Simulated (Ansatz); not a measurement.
`CBC` and `CBCS` differ in one atom or group.

Ansatz, PBE0-D4/def2-TZVP geometries, multiplicity 1. Each molecule was computed in one conformer, which needn't be the lowest. `CBCS` holds a close contact that its SMILES doesn't draw: S···B 2.15 Å.

```
                                                                                  property  `CBC`
                                        size of the dipole moment (ωB97M-V/def2-TZVPP) / D   0.43
                                                     HOMO–LUMO gap (B3LYP/def2-TZVPP) / eV   7.65
ideal-gas entropy at 298 K and 1 bar (rigid rotor, harmonic PBE0-D4/def2-TZVP) / J/(mol·K)    286
                                                       HOMO–LUMO gap (PBE/def2-TZVPP) / eV   5.62
                                          size of the dipole moment (B3LYP/def2-TZVPP) / D   0.42
                                                        HOMO energy (PBE0/def2-TZVPP) / eV  -8.64
```

(1) What does the change do to each property? (An estimate is asked.)

Results:

(1) Computed: 
```csv
property,`CBCS`,shift
size of the dipole moment (ωB97M-V/def2-TZVPP) / D,1.64,1.21
HOMO–LUMO gap (B3LYP/def2-TZVPP) / eV,7.07,-0.58
"ideal-gas entropy at 298 K and 1 bar (rigid rotor, harmonic PBE0-D4/def2-TZVP) / J/(mol·K)",311,25
HOMO–LUMO gap (PBE/def2-TZVPP) / eV,5.40,-0.22
size of the dipole moment (B3LYP/def2-TZVPP) / D,1.63,1.21
HOMO energy (PBE0/def2-TZVPP) / eV,-7.56,1.08
```

With PBE0 the HOMO rises by 1.08 eV and the LUMO rises by 0.58 eV, so the gap narrows by about 0.50 eV. PBE moves the HOMO by 0.85 eV and ωB97M-V by 1.24 eV. The zero-point energy changes by 6.3 kJ/mol with +3 modes. Dipoles are sizes alone; their direction can turn.

B3LYP here is the variant with VWN-RPA as its local correlation; programs differ in this.
